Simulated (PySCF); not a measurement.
C2H6BCl3S.
InChI=1S/C2H6BCl3S/c1-7(2)3(4,5)6/h1-2H3

Computed with PySCF at wB97X-D/def2-SVPD, non-relativistic, on one gas-phase PBE0-D3(BJ)/def2-SVP geometry that isn't relaxed in the solvent. The solvent is an IEF-PCM continuum (Bondi radii, 1.10 Å for H, scaled by 1.2), and excitations are vertical TDDFT with non-equilibrium linear response and a frozen core. The model holds no explicit solvent molecules, cavitation or dispersion.

Gas-phase singlets (H = HOMO, L = LUMO):

```
state  E (eV)  λ (nm)      f  leading configuration
   S1   7.243     171  0.000            H-1→L+1 78%
   S2   7.751     160  0.010              H→L+1 76%
   S3   7.755     160  0.005              H→L+2 36%
   S4   7.827     158  0.087              H-1→L 38%
   S5   7.996     155  0.001                H→L 26%
```

How does the list change in chloroform (ε = 4.711)?

```json
{"state": "S1", "E (eV)": "7.399", "λ (nm)": "168", "f": "0.001", "leading configuration": "H→L+1 77%", "change by rank (eV)": "+0.156"}
{"state": "S2", "E (eV)": "7.930", "λ (nm)": "156", "f": "0.197", "leading configuration": "H→L+2 53%", "change by rank (eV)": "+0.179"}
{"state": "S3", "E (eV)": "8.097", "λ (nm)": "153", "f": "0.007", "leading configuration": "H-1→L 40%", "change by rank (eV)": "+0.342"}
{"state": "S4", "E (eV)": "8.145", "λ (nm)": "152", "f": "0.003", "leading configuration": "H-1→L+2 45%", "change by rank (eV)": "+0.318"}
{"state": "S5", "E (eV)": "8.216", "λ (nm)": "151", "f": "0.092", "leading configuration": "H→L 52%", "change by rank (eV)": "+0.220"}
```

Give the list for methanol (ε = 32.61), n² = 1.77.

| state | E (eV) | λ (nm) | f | leading configuration | change by rank (eV) |
| --- | --- | --- | --- | --- | --- |
| S1 | 7.456 | 166 | 0.001 | H→L+1 76% | +0.213 |
| S2 | 7.983 | 155 | 0.195 | H→L+2 63% | +0.232 |
| S3 | 8.163 | 152 | 0.001 | H-1→L 75% | +0.408 |
| S4 | 8.223 | 151 | 0.121 | H→L 68% | +0.396 |
| S5 | 8.241 | 150 | 0.011 | H-1→L+2 66% | +0.245 |

How do the frontier levels move from gas to methanol?

```csv
orbital,gas (eV),solvent (eV),change (eV)
LUMO+2,2.01,2.14,+0.13
LUMO+1,1.58,1.96,+0.38
LUMO,1.38,1.64,+0.26
HOMO,-10.01,-10.19,-0.18
HOMO-1,-10.23,-10.34,-0.11
HOMO-2,-10.49,-10.73,-0.24
HOMO-3,-10.54,-10.83,-0.29
```

The HOMO–LUMO gap goes from 11.40 to 11.83 eV. Rows go by rank; for HOMO-2, HOMO-1, HOMO, LUMO and LUMO+1 the atom shares or the degeneracy differ between the runs, so the row needn't follow one orbital.

The values belong to the conformer `[CH3:1][S+:2]([CH3:3])[B-:4]([Cl:5])([Cl:6])[Cl:7]`: C1–S2–B4–Cl5 -173°.
